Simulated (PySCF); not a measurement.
# C₆ coefficients of unlike pairs at wB97X

Calculated with PySCF 2.14 from the dipole response of each species, C₆(A,B) = (3/π) ∫ α_A(iu) α_B(iu) du, in atomic units, from isotropic polarisabilities. For ions this is the dispersion term alone; charge-induced terms of lower order in 1/R come first.

| species | configuration | basis | relativity | α (bohr³) | C₆ (like pair) |
| --- | --- | --- | --- | --- | --- |
| Li⁺ | 1s2 (1S) | dyall-acv3z (15s9p3d) | none | 0.2015 | 0.08305 |
| Ne⁺ | [He] 2s2 2p5 (2P) | x2c-QZVPPall with one added diffuse shell each of s, p, d, f type (8s5p4d3f1g) | spin-free X2C | 1.358 | 2.377 |
| Cr⁺ | [Ar] 3d5 (6S) | aug-cc-pVDZ (7s6p4d2f) | none | 12.60 | 45.12 |
| Zr | [Kr] 4d2 5s2 (3F) | aug-cc-pVTZ-PP with one added diffuse shell each of s, p, d, f, g type with ECP28MDF (7s7p6d4f3g) | core potential | 118.8 | 1655 |

(1) Estimate C₆ for Zr with Li⁺.

No spin-orbit coupling is included.

The other pairs:

```
    pair      C₆
Ne⁺, Li⁺  0.4364
 Zr, Cr⁺   246.8
Cr⁺, Li⁺   1.550
Cr⁺, Ne⁺   9.124
 Zr, Ne⁺   38.84
```

Results:

(1) The integral gives 6.147. The combination rule 2 C_A C_B / (C_A α_B/α_A + C_B α_A/α_B) gives 5.310 and the geometric mean 11.72.
